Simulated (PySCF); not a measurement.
# Trend along the fifth-period p block: MRb cations

PBE0 with double-zeta basis sets in PySCF, for the lowest determinant that a PBE0 search found; no spin–orbit coupling. De refers to high-spin ground-configuration atoms (the charge goes to the atom of lower measured ionisation energy or higher electron affinity, which is not always the lowest computed limit). A positive dipole points towards Rb; it is taken about the centre of mass and depends on that origin.

```tsv
M	basis	charged atom	state (unpaired electrons)	Re (Å)	ωe (cm⁻¹)	De (eV)	μ (D)
In	def2-SVP	Rb+	doublet (σ ↑)	4.170	47.7	0.51	7.50
Sb	def2-SVP	Rb+	quartet (σ ↑, π ↑↑)	4.044	39.2	0.13	9.79
Te	def2-SVP	Rb+	triplet (π ↑↑)	3.826	62.2	0.37	9.20
```

The shortest bond is that of RbTe⁺ (3.826 Å), the longest that of RbIn⁺ (4.170 Å). RbIn⁺ is bound most strongly (0.51 eV) and RbSb⁺ least (0.13 eV).

The state changes along the series, so neighbouring rows are not always alike in their bonding.

Weak bonds: RbSb⁺, RbTe⁺. Basis-set superposition, not corrected here, can be much of De in a small basis, most of all at correlated wavefunction levels. Spin–orbit coupling is left out, which matters for elements this heavy, above all for dissociation energies. For an ion De counts to the pair picked by the measured ionisation energies or electron affinities, which need not be the lowest pair at this level. States were picked by a PBE0 search and need not be the measured ground states.
